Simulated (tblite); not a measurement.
Compound: C₇H₆FNO (charge -1 and doublet state).
Structure used (GFN2-xTB), in Å, numbered top down from 1:
```
atom  x, y, z in Å
C1    -1.825   -1.783    0.165
C2    -1.476   -0.595   -0.405
C3    -0.538    0.323    0.088
C4    -0.152    1.518   -0.542
C5    -0.627    1.953   -1.747
N6    -1.000    2.372   -2.772
O7     0.037    0.037    1.356
C8     1.355   -0.150    1.431
C9     2.235   -0.204    0.434
F10    3.563   -0.399    0.722
H11   -1.384   -2.115    1.090
H12   -2.557   -2.430   -0.288
H13   -1.943   -0.301   -1.338
H14    0.569    2.156   -0.043
H15    1.691   -0.259    2.457
H16    2.045   -0.114   -0.620
```

All values are computed: GFN2-xTB (tblite) harmonic vibrations without scaling, gas phase. Against measured fundamentals such values can be off by several per cent, at times by over 20. One conformer, not necessarily the lowest. Open shells enter through the occupations alone, without spin polarisation, and single modes of such species can be off by tens of per cent.

Harmonic wavenumbers (cm⁻¹): 26.0, 65.4, 115.7, 142.8, 170.7, 202.7, 229.4, 284.5, 316.2, 394.1, 407.6, 432.6, 477.9, 563.2, 598.2, 599.5, 611.4, 624.4, 675.0, 802.3, 926.8, 934.0, 979.7, 1049.3, 1104.9, 1151.4, 1161.5, 1209.1, 1263.7, 1278.4, 1316.1, 1414.1, 1478.5, 1583.8, 1706.0, 2262.8, 3019.7, 3025.8, 3035.0, 3082.2, 3101.3, 3135.2.

A = 1610, B = 865.5, C = 628.9 MHz; mass 139.043 u (most abundant isotopes); point group C1, symmetry number 1; spin multiplicity 2.

Problem. What is the zero-point energy?

Solution. ½Σν̃ = 23479 cm⁻¹ = 280.88 kJ/mol.

Problem. What is S at 500 K and 1 bar for an ideal gas of classical rigid rotors and harmonic oscillators?

Solution. Translation 181.15, rotation 133.16, vibration 222.12, spin (R ln 2) 5.76: S = 542.2 J/(mol K).

Problem. And Cp and H(500 K) − H(0)?

Solution. Cp = 229.88 J/(mol K), of which vibrations give 196.63 (their classical limit is 42 R = 349.2); H(500 K) − H(0) = 71.61 kJ/mol without the zero-point energy, 54.98 from vibrations.

Problem. Which modes carry the vibrational entropy at 500 K?

Solution. 26.0 cm⁻¹: 29.87; 65.4 cm⁻¹: 22.21; 115.7 cm⁻¹: 17.50; 142.8 cm⁻¹: 15.77; 170.7 cm⁻¹: 14.31; 202.7 cm⁻¹: 12.91 J/(mol K); the other 36 give 109.54 together.

Problem. How do the functions run with temperature in this model?

Solution. 
| T (K) | S (J/(mol K)) | Cp (J/(mol K)) | H − H(0) (kJ/mol) | G − H(0) (kJ/mol) | ln q(vib) |
| --- | --- | --- | --- | --- | --- |
| 150 | 346.6 | 106.6 | 10.41 | -41.58 | 3.66 |
| 250 | 411.4 | 149.9 | 23.28 | -79.57 | 6.56 |
| 298.15 | 439.4 | 168.5 | 30.95 | -100.06 | 7.94 |
| 400 | 493.9 | 202.8 | 49.92 | -147.64 | 10.79 |
| 600 | 586.1 | 251.5 | 95.72 | -255.94 | 16.08 |
| 900 | 697.2 | 295.7 | 178.40 | -449.11 | 23.17 |

q(vib) and H(0) count from the zero-point level.

Problem. What must be added to the electronic energy to get the Gibbs energy at 500 K and 1 bar?

Solution. ZPE + [H(500 K) − H(0)] − T·S = 280.88 + 71.61 − 271.09 = 81.40 kJ/mol.

Hindered rotation and anharmonicity are outside this model. Other conformers, if any are populated, would add a mixing term that is left out. The structure is chiral; the term R ln 2 for an equal mix with its mirror image is left out.
